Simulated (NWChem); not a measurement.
Program: NWChem. System: HNaO, charge 0, spin multiplicity 1, at a geometry optimised with PBE0/def2-SVP. The structure started from a generated list of species. Level: TD-PBE0/aug-cc-pVDZ.

The NWChem input:

```
start mol
memory heap 200 mb stack 900 mb global 1100 mb
geometry units angstroms nocenter noautoz
  Na     0.000000     0.000000    -0.906784
  O      0.000000     0.000000     1.002004
  H      0.000000     0.000000     1.958588
  symmetry group C2v
end
basis spherical
  * library aug-cc-pvdz
end
dft
  xc pbe0
  semidirect memsize 60000000 filesize 0
  iterations 100
end
tddft
  rpa
  nroots 8
  notriplet
  thresh 1e-4
end
task tddft energy
```

NWChem printed:

```
             Northwest Computational Chemistry Package (NWChem) 7.3.0
             --------------------------------------------------------

                                NWChem Input Module
                                -------------------

 Scaling coordinates for geometry "geometry" by  1.889725989
 (inverse scale =  0.529177249)

 Turning off AUTOSYM since
 SYMMETRY directive was detected!

                             Geometry "geometry" -> ""
                             -------------------------

 Output coordinates in angstroms (scale by  1.889725989 to convert to a.u.)

  No.       Tag          Charge          X              Y              Z
 ---- ---------------- ---------- -------------- -------------- --------------
    1 Na                  11.0000     0.00000000     0.00000000    -0.90678400
    2 O                    8.0000     0.00000000     0.00000000     1.00200400
    3 H                    1.0000     0.00000000     0.00000000     1.95858800

 Effective nuclear repulsion energy (a.u.)      30.8534615413

            Nuclear Dipole moment (a.u.)
            ----------------------------
        X                 Y               Z
 ---------------- ---------------- ----------------
     0.0000000000     0.0000000000    -0.0000075589

      Symmetry information
      --------------------

 Group name             C2v
 Group number             16
 Group order               4
 No. of unique centers     3

      Symmetry unique atoms

     1    2    3


 Summary of "ao basis" -> "" (spherical)
 ------------------------------------------------------------------------------
       Tag                 Description            Shells   Functions and Types
 ---------------- ------------------------------  ------  ---------------------
 *                        aug-cc-pvdz                 on all atoms

                                 NWChem DFT Module
                                 -----------------

 Summary of "ao basis" -> "ao basis" (spherical)
 ------------------------------------------------------------------------------
       Tag                 Description            Shells   Functions and Types
 ---------------- ------------------------------  ------  ---------------------
 Na                       aug-cc-pvdz               11       27   5s4p2d
 O                        aug-cc-pvdz                9       23   4s3p2d
 H                        aug-cc-pvdz                5        9   3s2p

 Summary of "ao basis" -> "ao basis" (spherical)
 ------------------------------------------------------------------------------
       Tag                 Description            Shells   Functions and Types
 ---------------- ------------------------------  ------  ---------------------
 Na                       aug-cc-pvdz               11       27   5s4p2d
 O                        aug-cc-pvdz                9       23   4s3p2d
 H                        aug-cc-pvdz                5        9   3s2p

      Symmetry analysis of basis
      --------------------------

        a1         29
        a2          4
        b1         13
        b2         13

            General Information
            -------------------
          SCF calculation type: DFT
          Wavefunction type:  closed shell.
          No. of atoms     :     3
          No. of electrons :    20
           Alpha electrons :    10
            Beta electrons :    10
          Charge           :     0
          Spin multiplicity:     1
          Use of symmetry is: off; symmetry adaption is: on
[...]
  Root   4 singlet a2             0.168934720 a.u.                4.5969 eV
  ----------------------------------------------------------------------------
     Transition Moments    X -0.00000   Y  0.00000   Z  0.00000
     Transition Moments   XX -0.00000  XY -1.25864  XZ -0.00000
     Transition Moments   YY  0.00000  YZ  0.00000  ZZ  0.00000
     Dipole Oscillator Strength                    0.0000000000
     Electric Quadrupole                           0.0000000407
     Magnetic Dipole                               0.0000000000
     Total Oscillator Strength                     0.0000000407

          sigma_e =   4.6340 Angstrom
          sigma_h =   0.9719 Angstrom
         |d_h->e| =   2.2000 Angstrom
            d_exc =   5.2200 Angstrom
            d_CD1 =   5.8622 Angstrom
            d_CD2 =  -0.6029 Angstrom
            d_CD3 =   7.4200 Angstrom
     Pearson C.C. =   0.0012

     Occ.    9  b2  ---  Virt.   13  b1   0.63814 X
     Occ.    9  b2  ---  Virt.   17  b1   0.27915 X
     Occ.    9  b2  ---  Virt.   26  b1   0.05521 X
     Occ.   10  b1  ---  Virt.   12  b2   0.65241 X
     Occ.   10  b1  ---  Virt.   16  b2   0.28562 X
     Occ.   10  b1  ---  Virt.   27  b2   0.05646 X
  ----------------------------------------------------------------------------
  Root   5 singlet a2             0.169822041 a.u.                4.6211 eV
  ----------------------------------------------------------------------------
     Transition Moments    X -0.00000   Y -0.00000   Z -0.00000
     Transition Moments   XX -0.00000  XY  0.01677  XZ -0.00000
     Transition Moments   YY  0.00000  YZ -0.00000  ZZ -0.00000
     Dipole Oscillator Strength                    0.0000000000
     Electric Quadrupole                           0.0000000000
     Magnetic Dipole                               0.0000000000
     Total Oscillator Strength                     0.0000000000

          sigma_e =   4.7129 Angstrom
          sigma_h =   0.9719 Angstrom
         |d_h->e| =   2.1981 Angstrom
            d_exc =   5.2903 Angstrom
            d_CD1 =   5.9390 Angstrom
            d_CD2 =  -0.6443 Angstrom
            d_CD3 =   7.4884 Angstrom
     Pearson C.C. =   0.0000

     Occ.    9  b2  ---  Virt.   13  b1  -0.65534 X
     Occ.    9  b2  ---  Virt.   17  b1  -0.27772 X
     Occ.    9  b2  ---  Virt.   26  b1  -0.05920 X
     Occ.   10  b1  ---  Virt.   12  b2   0.64089 X
     Occ.   10  b1  ---  Virt.   16  b2   0.27168 X
     Occ.   10  b1  ---  Virt.   27  b2   0.05789 X
  ----------------------------------------------------------------------------
  Root   6 singlet b2             0.175419601 a.u.                4.7734 eV
  ----------------------------------------------------------------------------
     Transition Moments    X -0.00000   Y -0.52641   Z  0.00000
     Transition Moments   XX -0.00000  XY -0.00000  XZ -0.00000
     Transition Moments   YY -0.00000  YZ -1.41373  ZZ  0.00000
     Dipole Oscillator Strength                    0.0324066223
     Electric Quadrupole                           0.0000000575
     Magnetic Dipole                               0.0000000444
     Total Oscillator Strength                     0.0324067241

          sigma_e =   5.7673 Angstrom
          sigma_h =   0.9720 Angstrom
         |d_h->e| =   0.8490 Angstrom
            d_exc =   5.9097 Angstrom
            d_CD1 =   5.6444 Angstrom
            d_CD2 =  -2.5207 Angstrom
            d_CD3 =   6.7587 Angstrom
     Pearson C.C. =   0.0003

     Occ.    9  b2  ---  Virt.   11  a1  -0.07250 X
     Occ.    9  b2  ---  Virt.   14  a1   0.65451 X
     Occ.    9  b2  ---  Virt.   15  a1   0.66858 X
     Occ.    9  b2  ---  Virt.   18  a1   0.29111 X
     Occ.    9  b2  ---  Virt.   19  a1   0.17841 X
  ----------------------------------------------------------------------------
  Root   7 singlet b1             0.175425359 a.u.                4.7736 eV
  ----------------------------------------------------------------------------
     Transition Moments    X -0.52626   Y  0.00000   Z -0.00000
     Transition Moments   XX  0.00000  XY  0.00000  XZ -1.40984
     Transition Moments   YY  0.00000  YZ  0.00000  ZZ  0.00000
     Dipole Oscillator Strength                    0.0323897236
     Electric Quadrupole                           0.0000000571
     Magnetic Dipole                               0.0000000445
     Total Oscillator Strength                     0.0323898252

          sigma_e =   5.7672 Angstrom
          sigma_h =   0.9719 Angstrom
         |d_h->e| =   0.8495 Angstrom
            d_exc =   5.9096 Angstrom
            d_CD1 =   5.6448 Angstrom
            d_CD2 =  -2.5201 Angstrom
            d_CD3 =   6.7591 Angstrom
     Pearson C.C. =   0.0003

     Occ.   10  b1  ---  Virt.   11  a1  -0.07255 X
     Occ.   10  b1  ---  Virt.   14  a1   0.65458 X
     Occ.   10  b1  ---  Virt.   15  a1   0.66846 X
     Occ.   10  b1  ---  Virt.   18  a1   0.29114 X
     Occ.   10  b1  ---  Virt.   19  a1   0.17852 X
  ----------------------------------------------------------------------------
  Root   8 singlet a1             0.176141581 a.u.                4.7931 eV
  ----------------------------------------------------------------------------
     Transition Moments    X -0.00000   Y  0.00000   Z  0.35762
     Transition Moments   XX -1.78347  XY  0.00000  XZ -0.00000
     Transition Moments   YY -1.78714  YZ  0.00000  ZZ -0.22050
     Dipole Oscillator Strength                    0.0150184174
     Electric Quadrupole                           0.0000000238
     Magnetic Dipole                               0.0000000000
     Total Oscillator Strength                     0.0150184411

          sigma_e =   5.6431 Angstrom
          sigma_h =   0.9717 Angstrom
         |d_h->e| =   2.3521 Angstrom
            d_exc =   6.1905 Angstrom
            d_CD1 =   7.0235 Angstrom
            d_CD2 =  -0.9554 Angstrom
            d_CD3 =   8.5426 Angstrom
     Pearson C.C. =  -0.0001

     Occ.    9  b2  ---  Virt.   12  b2   0.68926 X
     Occ.    9  b2  ---  Virt.   16  b2   0.14817 X
     Occ.   10  b1  ---  Virt.   13  b1   0.68996 X
     Occ.   10  b1  ---  Virt.   17  b1   0.14886 X

              Target root =      1
          Target symmetry = none
      Ground state energy =   -237.956058427590
        Excitation energy =      0.106205980850
     Excited state energy =   -237.849852446740

  stored tddft:energy   -237.84985244673973

 Task  times  cpu:       84.5s     wall:       84.5s

 Total times  cpu:       84.6s     wall:       84.6s
```
